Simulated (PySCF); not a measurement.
# Relaxation of quartet BrCoN

Method: PySCF, UPBE0, basis Co def2-TZVP, N def2-TZVP, Br def2-TZVP (no relativity, density fitting). A (50,194) grid was used.

A start displaced from a saddle point along its imaginary mode, of Cs symmetry, held to at least that symmetry:

Coordinates in bohr (charge 0 multiplicity 4):
```
Co    0.0358   -0.1915   -1.9411
N    -0.0869    0.4644   -5.0993
Br   -0.0113    0.0606    2.3543
```

Optimiser trace:
| step | E − E(last) (kJ/mol) | largest gradient (Eh/bohr) |
| --- | --- | --- |
| 0 | 8.02 | 0.00997 |
| 1 | 7.33 | 0.00739 |
| 2 | 6.57 | 0.00133 |
| 3 | 6.52 | 0.00111 |
| 4 | 6.14 | 0.00454 |
| 5 | 5.94 | 0.00657 |
| 6 | 5.63 | 0.00817 |
| 7 | 5.00 | 0.01024 |
| 8 | 3.89 | 0.01226 |
| 9 | 2.29 | 0.01125 |
| 10 | 0.66 | 0.00706 |
| 11 | 0.10 | 0.00419 |
| 12 | 0.00 | 0.00006 |

It ends at Cs with Co–Br 2.235 Å, Co–N 1.581 Å; Br–Co–N 127.9° (after a last refinement on a finer grid). A frequency run shows a minimum.

Open d and f shells are described by one determinant, and the ground state may have another occupation or spin.

The relaxation took 55 s on 4 threads of a shared Arm Neoverse V2 host, with 124 basis functions and 14 gradients; the process peaked at 1.1 GiB.
